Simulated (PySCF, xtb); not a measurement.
BHN, SMILES [B]=N, multiplicity 2.

Coordinates come from a B3LYP-D3(BJ)/def2-TZVPD optimisation. The isomer is the one that the SMILES or the coordinates give; other isomers of the formula were not compared.

Method: C-PCM-ωB97X/def2-TZVPD (PySCF).

The values are the electrostatic part of the solvation free energy, E(continuum) − E(gas) at the gas-phase geometry, in a cavity of scaled van der Waals radii (PySCF's table); cavitation and dispersion terms are not included. The dipole moment in vacuum is 0.20 D.

```
solvent            ε  ΔG(elec) (kcal/mol)  dipole (D)
-------------  -----  -------------------  ----------
water          78.36                 -2.6        0.27
cyclohexanone  15.62                 -2.5        0.26
chloroform      4.71                 -2.1        0.25
```

For comparison, GFN2-xTB/ALPB(water) (xtb, at the GFN2-xTB geometry, all terms of that model) gives -3.7 kcal/mol.
